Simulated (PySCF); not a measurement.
## Spinor energies of Br (bromine, neutral)

Start: [Ar] 3d10 4s2 4p5; 4p1/2 filled at m_j = -1/2, +1/2; 4p3/2 filled at m_j = -1/2, +1/2, +3/2. Calculated with PySCF 2.14 in x2c-TZVPall-2c (6s7p4d1f, 54 functions): generalised Hartree-Fock with the X2C-1e Hamiltonian and a Gaussian nucleus; one run each with spin-orbit coupling (SO) switched off, then screened by Boettger's factors.

| spinor shell | electrons | ε, spin-free (eV) | ε, screened SO (eV) | weight of nominal j (screened SO) | rms radius, screened SO (bohr) |
| --- | --- | --- | --- | --- | --- |
| 1s1/2 | 2 | -13557.4 | -13557.0 | 1.000 | 0.0492 |
| 2s1/2 | 2 | -1825.8 | -1825.7 | 1.000 | 0.205 |
| 2p1/2 | 2 | -1605.1 | -1637.6 | 1.000 | 0.180 |
| 2p3/2 | 4 | -1605.1 | -1589.4 | 1.000 | 0.184 |
| 3s1/2 | 2 | -277.40 | -277.33 | 1.000 | 0.588 |
| 3p1/2 | 2 | -205.32 | -210.29 | 1.000 | 0.600 |
| 3p3/2 | 4 | -205.32 | -202.86 | 1.000 | 0.611 |
| 3d3/2 | 4 | -85.785 | -86.431 | 0.996 | 0.649 |
| 3d5/2 | 6 | -85.785 | -85.252 | 0.997 | 0.652 |
| 4s1/2 | 2 | -27.750 | -27.722 | 1.000 | 1.83 |
| 4p1/2 | 2 | -12.408 | -12.924 | 0.749 | 2.25 |
| 4p3/2 | 3 | -12.408 | -12.094 | 0.833 | 2.29 |

```
   quantity    spin-free  screened SO
E (hartree)  -2604.33815  -2604.48317
        M_J          3/2          3/2
       ⟨J²⟩        3.761        3.761
       ⟨L²⟩        2.008        2.012
       ⟨S²⟩        0.753        0.756
```

Each row is a mean over spinors that exchange with the open shell spreads, by up to 2.901 eV (4s1/2).

Rows whose weight is well below 1 are mixtures of j = l ± 1/2: exchange outweighs spin-orbit coupling there, and the label is only the starting occupation.

Without spin-orbit coupling the j labels of p, d and f shells carry no meaning; the spin-free column gives the mean over the occupied spinors of each nl shell.
